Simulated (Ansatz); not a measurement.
`CC[SiH](F)S` and `N[SiH](F)S` differ in one atom or group.

Ansatz, PBE0-D4/def2-TZVP geometries, multiplicity 1. Each molecule was computed in one conformer, which needn't be the lowest.

| property | `CC[SiH](F)S` |
| --- | --- |
| HOMO–LUMO gap (PBE/def2-TZVPP) / eV | 5.91 |
| HOMO–LUMO gap (PBE0/def2-TZVPP) / eV | 8.08 |
| HOMO energy (ωB97M-V/def2-TZVPP) / eV | -9.97 |
| HOMO energy (PBE/def2-TZVPP) / eV | -6.50 |
| HOMO energy (PBE0/def2-TZVPP) / eV | -7.75 |
| zero-point energy (PBE0-D4/def2-TZVP) / kJ/mol | 228.9 |

Q: Give the same properties after the change, and the shifts. (An estimate is asked.)

A: The calculation gave: 
```tsv
property	`N[SiH](F)S`	shift
HOMO–LUMO gap (PBE/def2-TZVPP) / eV	5.89	-0.02
HOMO–LUMO gap (PBE0/def2-TZVPP) / eV	8.07	-0.01
HOMO energy (ωB97M-V/def2-TZVPP) / eV	-9.88	0.09
HOMO energy (PBE/def2-TZVPP) / eV	-6.41	0.09
HOMO energy (PBE0/def2-TZVPP) / eV	-7.67	0.08
zero-point energy (PBE0-D4/def2-TZVP) / kJ/mol	126.1	-102.8
```

The zero-point energy changes by -102.8 kJ/mol with -12 modes.

Positive LUMOs are unbound, so they and the gaps depend on the basis.
